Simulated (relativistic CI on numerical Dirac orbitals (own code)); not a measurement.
**One change at a time: Rb²³⁺**

Base calculation: Dirac-Coulomb-Breit CI, orbitals from a KLI potential per configuration, QED by a radiative potential, unscaled Slater integrals.

CI space (outside the closed core [Ne]): 3s2 3p2, 3s 3p3, 3s2 3p 3d, 3p4, 3s 3p2 3d, 3p3 3d, 3s 3p 3d2, 3s2 3d 4p, 3p3 4s, 3s2 3p 4s, 3s 3p 3d 4s, 3p3 4p, 3s2 3d2, 3s 3d3, 3p2 3d2, 3p 3d3, 3p 3d2 4s, 3s2 3d 4s, 3s 3d2 4s, 3s 3p 3d 4p, 3s 3d2 4p, 3p 3d2 4p, 3s 3d 4s 4p. Double excitations out of closed p, d and f shells are left out; levels of such configurations are missing from the list, as are those of other unlisted configurations, and high levels can miss mixing partners.

Variants: (1) P86 correlation estimate; (2) Breit term removed; (3) configuration mixing switched off. Shifts of the energy above 3s2 3p2 3P_0, in cm⁻¹, for the lowest level and the first level of each name with at least 55 % of one term (blank where a level changes its place among those of its configuration and J or its character, or is not in the variant):

| Level | Base | Δ(1) | Δ(2) | Δ(3) |
| --- | --- | --- | --- | --- |
| 3s2 3p2 3P_0 | 0 | 0 | 0 | 0 |
| 3s2 3p2 3P_1 | 79118 | +1 | +1917 | -522 |
| 3s2 3p2 3P_2 | 108038 | +2 | +2413 | +379 |
| 3s2 3p2 1D_2 | 211572 | +11 | +4070 | +2368 |
| 3s2 3p2 1S_0 | 285181 | +31 | +3631 | +11675 |
| 3s 3p3 5S°_2 | 497207 | +1602 | +928 | -23955 |
| 3s 3p3 3D°_1 | 610697 | +1570 | +781 | +24703 |
| 3s 3p3 3D°_2 | 622372 | +1570 | +1587 | +20944 |
| 3s 3p3 3D°_3 | 653173 | +1571 | +2805 | +24372 |
| 3s 3p3 3P°_0 | 719275 | +1581 | +1821 | +14683 |
| 3s 3p3 3P°_1 | 729777 | +1578 | +2406 | +19498 |
| 3s2 3p 3d 3F°_2 | 836035 | +1301 | +4277 | -39420 |
| 3s 3p3 3S°_1 | 841973 | +1639 | +1419 | +18242 |
| 3s2 3p 3d 3F°_3 | 863750 | +1208 | +5304 | -14450 |

At this charge energies of transitions that change n are usually good to better than 1 %, and those within a shell (Δn = 0) to a few per cent.

Ionisation energy from the two ground configurations alone: base 1077.69 eV; P86 correlation estimate 1079.16 eV; Breit term removed 1078.43 eV. The NIST ASD value (semi-empirical) is 1080 eV.

LS names give the leading component of a level, which can be under half, so a name can repeat, a term be missing and a line seem to break the LS rules.
